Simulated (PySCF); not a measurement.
Cd(OMe)(SeH) (CH₄CdOSe), SMILES C[O][Cd][SeH].

The structure is a stationary point at B3LYP-D3(BJ)/def2-SVP. The def2 effective core potentials stand for the cores of Cd; spin–orbit coupling is left out. Other conformers were not sampled.

All values below come from IEF-PCM-M06-2X/def2-SVP (PySCF).

The values are the electrostatic part of the solvation free energy, E(continuum) − E(gas) at the gas-phase geometry, in a cavity of scaled van der Waals radii (PySCF's table); cavitation and dispersion terms are not included. A continuum can't describe solvent molecules that bind to the metal. In vacuum the orbital gap is 7.23 eV. The dipole moment in vacuum is 1.22 D.

```tsv
solvent	ε	ΔG(elec) (kcal/mol)	dipole (D)	gap (eV)
water	78.36	-16.4	1.72	7.76
tetrahydrofuran	7.43	___	___	___
diethylether	4.24	-10.8	1.50	7.56
```

Task: Complete the blanks. (Estimate from the structure and the level; the computed values follow.)

Result: 
- tetrahydrofuran, ΔG(elec) (kcal/mol): -13.1
- tetrahydrofuran, dipole (D): 1.58
- tetrahydrofuran, gap (eV): 7.64
